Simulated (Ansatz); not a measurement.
Cost and result for the atomization energy of CH2BNS (`S=C1BN1`) (6 atoms, 6 bonds).

Z-matrix (Å, degrees):
```
C
B 1 1.516
N 1 1.373 2 56.9
S 1 1.608 2 164.8 3 -180.0
H 2 1.181 1 160.7 3 180.0
H 3 1.012 1 136.5 2 -180.0
```

The species carries charge 0 and has multiplicity 1. Geometry: relaxed with PBE0-D4/def2-TZVP. Program: Ansatz. All runs use 2 threads of an Arm Neoverse V1 on a shared host. Times are those of one run each, without the atoms' runs, and a repeat can differ threefold. Electronic energies, without spin–orbit coupling; frozen cores. CCSD(T)/CBS adds CCSD(T) − MP2 in def2-TZVPP to the MP2 limit, and its time is that of the two runs behind it. T1 = 0.018. HSE06 is the plane-wave form, built on full-range PBE exchange.

CCSD(T)/CBS is a level of theory with its own doubt, some kJ/mol a heavy atom from the limit and from the frozen cores, so smaller differences don't rank the functionals.

| level | functions | wall time |
| --- | --- | --- |
| LDA (SPW92)/def2-TZVPP | 163 | 1.1 s |
| CCSD(T)/def2-SVP | 70 | 1.4 s |
| revPBE-D4/def2-TZVPP | 163 | 1.7 s |
| BLYP-D4/def2-TZVPP | 163 | 1.9 s |
| PBE-D4/def2-TZVPP (with forces) | 163 | 2.1 s |
| HSE06-D4/def2-TZVPP | 163 | 2.4 s |
| CAM-B3LYP-D4/def2-TZVPP | 163 | 2.5 s |
| r2SCANh-D4/def2-TZVPP | 163 | 3.9 s |
| ωB97X-V/def2-TZVPP | 163 | 5.5 s |
| ωB97M-V/def2-TZVPP (with forces) | 163 | 8 s |
| MP2/def2-QZVPP | 301 | 11 s |
| CCSD(T)/def2-TZVPP | 163 | 25 s |
| CCSD(T)/CBS(def2) | – | 35 s |

**Question.** What atomization energy does each give, and how far from CCSD(T)/CBS? (Best estimate.)

**Answer.** Ansatz gave: 
```
                           level  atomization (kcal/mol)  difference from CCSD(T)/CBS  per bond
          LDA (SPW92)/def2-TZVPP                   659.9                        112.5      18.7
                CCSD(T)/def2-SVP                   514.4                        -33.0      -5.5
            revPBE-D4/def2-TZVPP                   564.4                         17.0       2.8
              BLYP-D4/def2-TZVPP                   562.5                         15.1       2.5
 PBE-D4/def2-TZVPP (with forces)                   583.4                         36.0       6.0
             HSE06-D4/def2-TZVPP                   564.0                         16.6       2.8
         CAM-B3LYP-D4/def2-TZVPP                   555.7                          8.3       1.4
           r2SCANh-D4/def2-TZVPP                   553.2                          5.8       1.0
              ωB97X-V/def2-TZVPP                   556.0                          8.6       1.4
ωB97M-V/def2-TZVPP (with forces)                   558.8                         11.4       1.9
                  MP2/def2-QZVPP                   560.8                         13.4       2.2
              CCSD(T)/def2-TZVPP                   528.3                        -19.1      -3.2
               CCSD(T)/CBS(def2)                   547.4                          0.0       0.0
```

From r2SCAN to r2SCAN0 (25 % exact exchange), in def2-TZVPP and without D4, the atomization energy moves by −15.8 kcal/mol: exact exchange takes away binding that semilocal exchange gives to molecules. In def2-TZVPP, CCSD(T) changes the Hartree–Fock value by +162.4 kcal/mol (the triples alone add +14.9 kcal/mol) and MP2 by +183.6 kcal/mol; breaking electron pairs costs correlation energy, which Hartree–Fock lacks. At CCSD(T), def2-SVP lies −33.0 kcal/mol from the extrapolated value and def2-TZVPP −19.1 kcal/mol: correlation converges slowly with the basis, and small sets miss more of it in the bonded molecule than in its fragments.
